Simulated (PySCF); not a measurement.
## BH7N2Si: core ionisation energies

BH7N2Si.
SMILES with atom numbers: `[BH2:1][NH:2][SiH2:3][NH2:4]`

Computed, not measured: PySCF, delta-SCF UKS SCAN, pcX-2 on the ionised atom, pcseg-1 elsewhere, spin-free X2C. Binding energies are ΔSCF values: E(core-ionised, relaxed orbitals) − E(ground state) at a fixed geometry, referred to the vacuum level.

Task: List the computed XPS lines with their assignment.

Result: 
```csv
atom(s),bonded to,level,binding energy (eV),2p1/2 (eV),above the level's lowest (eV),count
Si3,2 N and 2 H,Si 1s,1847.22,–,0.00,1
N4,2 H and Si,N 1s,404.87,–,+0.20,1
N2,"H, B and Si",N 1s,404.67,–,0.00,1
B1,N and 2 H,B 1s,195.52,–,0.00,1
Si3,2 N and 2 H,Si 2p3/2,107.24,107.87,0.00,1
```

The 2 N 1s values lie within 0.20 eV of each other; Gaussian lines of 0.5 eV full width would blend them into one maximum.

Task: What is the longest wavelength that can ionise Si 2p3/2 of Si3 vertically?

Result: λ = hc/E = 12398.42 eV Å / 107.24 eV = 115.614 Å.

Spin contamination (⟨S²⟩ against 0.75 for a pure doublet) is marked for B 1s of B1 (0.90), which makes this value less certain. Spin–orbit and ligand-field terms were added within each 2p shell after the spin-free SCF. 2p1/2 minus 2p3/2 (ligand field included): Si 0.62 eV. Isolated species at its PBE0-D3(BJ)/def2-SVP geometry (one conformer only).

The values belong to the conformer `[BH2:1][NH:2][SiH2:3][NH2:4]`: B1–N2–Si3–N4 -129°, H–N4–Si3–N2 -142°, H–N4–Si3–N2 68°.
